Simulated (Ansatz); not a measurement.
Computed with Ansatz on PBE0-D4/def2-TZVP structures; ΔE is electronic, products minus reactants. CCSD(T)/CBS adds triple-zeta CCSD(T) − MP2 to the extrapolated MP2 energy (def2 sets, frozen cores). This one scheme is used for every species. DFT in def2-TZVPP. One conformer a species, not always the lowest.

Reaction (ligand exchange at the Si–C bond): `C[Si](C)(F)Cl` + PH₃ → `C[Si](F)(P)Cl` + CH₄

```csv
species,CAM-B3LYP-D4 energy (Eh)
`C[Si](C)(F)Cl`,-929.57738
PH₃,-343.15795
`C[Si](F)(P)Cl`,-1232.23380
CH₄,-40.50551
```

(1) Work out ΔE.

Largest T1 diagnostic among the species: 0.013.

## Answers

(1) ΔE = (-1232.23380) + (-40.50551) − (-929.57738) − (-343.15795) = -0.00398 Eh = -10.4 kJ/mol. CCSD(T)/CBS gives -13.9 kJ/mol.

From PBE to PBE0 (25 % exact exchange), in def2-TZVPP and without D4, ΔE moves by +3.5 kJ/mol. At CCSD(T), def2-SVP lies +5.7 kJ/mol from the extrapolated value and def2-TZVPP +3.3 kJ/mol.
